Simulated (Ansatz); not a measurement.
Program: Ansatz. Geometries: PBE0-D4/def2-TZVP. ΔE: electronic, gas phase. CCSD(T)/CBS adds triple-zeta CCSD(T) − MP2 to the extrapolated MP2 energy (def2 sets, frozen cores). DFT in def2-TZVPP. Each species was taken in one conformer, which may not be the lowest.

Reaction (isomerisation): `CBCSC` → `CCBSC`

`CBCSC`:

Z-matrix (Å, degrees):
```
C
B 1 1.551
H 1 1.103 2 104.9
H 1 1.091 2 114.4 3 -116.0
H 1 1.093 2 114.4 3 115.3
C 2 1.564 1 124.6 3 -87.0
H 2 1.203 1 120.1 3 90.7
S 6 1.796 2 115.7 1 1.8
H 6 1.099 2 108.5 1 126.5
H 6 1.101 2 106.4 1 -121.0
C 8 1.796 6 100.2 2 -178.7
H 11 1.092 8 111.2 6 61.3
H 11 1.092 8 111.2 6 -61.1
H 11 1.091 8 107.3 6 -179.8
```

`CCBSC`:

```xyz
14

C    -0.568    0.494   -2.110
C    -0.190   -0.017   -0.725
B     0.155    1.090    0.328
S     0.597    0.780    2.013
C     0.550   -1.017    2.199
H    -0.793   -0.323   -2.800
H     0.242    1.084   -2.546
H    -1.447    1.141   -2.064
H    -0.995   -0.646   -0.320
H     0.667   -0.702   -0.796
H     0.147    2.259    0.064
H     0.823   -1.247    3.228
H     1.263   -1.494    1.527
H    -0.451   -1.401    2.002
```

Q: Is it downhill or uphill in electronic energy at CCSD(T)/CBS, and by how much? (An estimate is asked.)

A: Ansatz gave: Downhill: ΔE = -86.6 kJ/mol.

Q: What do these levels give: r2SCAN-D4, B2PLYP, HF/def2-TZVPP, CCSD/def2-TZVPP, HF/CBS(def2), MP2/CBS(def2)? (Best estimate.)

A: Ansatz gave: r2SCAN-D4 -87.8, B2PLYP -87.5, HF/def2-TZVPP -80.8, CCSD/def2-TZVPP -88.0, HF/CBS(def2) -79.8, MP2/CBS(def2) -86.4 kJ/mol.

Largest T1 diagnostic among the species: 0.012.

In def2-TZVPP, CCSD(T) changes the Hartree–Fock value by −9.2 kJ/mol (the triples alone add −2.1 kJ/mol) and MP2 by −9.0 kJ/mol.
